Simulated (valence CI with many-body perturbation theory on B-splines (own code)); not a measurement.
Valence orbitals of Gd XXXIV

Computed by relativistic CI+MBPT: three valence electrons over a frozen Dirac-Fock core [Ar] 3d10, radial functions for each j: 11 s, 11 p, 10 d, 8 f, 5 g, 2 h, with the one-electron correlation potential Σ1, the two-electron term Σ2, the three-electron term Σ3, Breit, model QED; selected CI, second order for the rest, scaled by the run's own slope (own B-spline code, finite nucleus).

No measured spectrum was set against this ion. As an estimate, large intervals hold to a few tenths of a per cent, small ones and those within an open d or f shell to about a per cent.

These are the spectroscopic orbitals of the CI (the correlating ones are not listed), shaped by the core and the other valence electrons. h is the expectation value of the core's Dirac-Fock operator, without the valence repulsion; Σ1 is computed up to l = 3 at one energy for each symmetry, that of its lowest orbital but kept below the first core excitation, so for empty shells it is not the orbital's own correlation shift; Breit and QED include the response of the core, and the two lowest orbitals of each symmetry also the frequency dependence of Breit exchange, which makes a step in that column.

```tsv
Orbital	h (hartree)	Σ1 (cm⁻¹)	Breit (cm⁻¹)	QED (cm⁻¹)	⟨r⟩ (bohr)
4s1/2	-56.298	-13596	7488	5637	0.4915
5s1/2	-33.409	-4898	3326	2548	0.8291
6s1/2	-22.143	-2363	1728	1346	1.258
7s1/2	-15.756	-1343	1024	801	1.773
8s1/2	-11.784	-842	657	515	2.377
9s1/2	-9.1451	-564	447	351	3.068
4p1/2	-53.558	-14185	11728	4.9	0.4909
5p1/2	-32.091	-5166	5241	6.4	0.8398
6p1/2	-21.417	-2551	2797	4.5	1.276
7p1/2	-15.314	-1466	1677	3.0	1.800
8p1/2	-11.496	-926	1084	2.1	2.413
9p1/2	-8.9471	-624	741	1.5	3.113
4p3/2	-51.829	-12710	7175	550	0.5086
5p3/2	-31.291	-4801	3224	252	0.8623
6p3/2	-20.98	-2408	1845	137	1.304
7p3/2	-15.05	-1396	1110	83.0	1.833
8p3/2	-11.324	-886	719	54.0	2.450
9p3/2	-8.8288	-599	493	37.1	3.155
4d3/2	-47.469	-14027	5031	-304	0.5002
5d3/2	-29.236	-5306	2333	-135	0.8701
6d3/2	-19.85	-2687	1279	-72.5	1.326
7d3/2	-14.362	-1570	778	-43.6	1.870
8d3/2	-10.874	-1002	509	-28.3	2.502
4d5/2	-47.102	-13484	3069	-93.4	0.5050
5d5/2	-29.061	-5107	1371	-37.1	0.8760
6d5/2	-19.752	-2588	750	-18.8	1.333
7d5/2	-14.302	-1513	453	-10.9	1.878
8d5/2	-10.834	-966	294	-6.9	2.511
4f5/2	-42.443	-13357	1716	-161	0.4703
5f5/2	-27.006	-4404	776	-79.3	0.8590
6f5/2	-18.642	-2179	414	-44.7	1.332
7f5/2	-13.63	-1272	249	-27.6	1.892
4f7/2	-42.363	-12968	561	-94.6	0.4720
5f7/2	-26.959	-4272	259	-44.5	0.8611
6f7/2	-18.613	-2118	142	-24.5	1.334
7f7/2	-13.612	-1238	86.3	-15.0	1.895
5g7/2	-25.998		55.2	-15.0	0.7908
6g7/2	-18.067		47.2	-10.6	1.271
7g7/2	-13.272		34.3	-7.4	1.840
5g9/2	-25.981		-19.5	-0.4	0.7917
6g9/2	-18.056		-15.9	-2.1	1.272
7g9/2	-13.266		-11.8	-2.0	1.841
6h9/2	-17.968				1.142
6h11/2	-17.962				1.143
```

Among the shells of the start configuration 4s2 4p1, Σ1 is largest in size for 4p1/2, where it is 0.12 % of h.

Lowest root of each symmetry, sizes in configuration state functions:

| J | Parity | Roots | Reference | Variational | Second order | Change by selected CI (cm⁻¹) | Change by second order (cm⁻¹) |
| --- | --- | --- | --- | --- | --- | --- | --- |
| 1/2 | even | 14 | 78 | 10050 | 16360 | -1565 | 0 |
| 3/2 | even | 21 | 129 | 16610 | 23006 | -819 | 0 |
| 5/2 | even | 23 | 141 | 20598 | 24232 | -1433 | 0 |
| 7/2 | even | 16 | 115 | 19563 | 27753 | -1684 | -2 |
| 9/2 | even | 9 | 80 | 13647 | 25569 | -2041 | -2 |
| 11/2 | even | 2 | 39 | 7188 | 16067 | -2014 | -5 |
| 1/2 | odd | 16 | 83 | 10431 | 9623 | -1818 | 0 |
| 3/2 | odd | 29 | 138 | 18864 | 20943 | -1770 | 0 |
| 5/2 | odd | 29 | 147 | 22259 | 26529 | -1330 | 0 |
| 7/2 | odd | 24 | 123 | 21891 | 25460 | -1646 | -1 |
| 9/2 | odd | 14 | 79 | 18052 | 25501 | -999 | -1 |
| 11/2 | odd | 6 | 42 | 10710 | 24937 | -3129 | -4 |
| 13/2 | odd | 2 | 14 | 6212 | 13299 | -3314 | -3 |
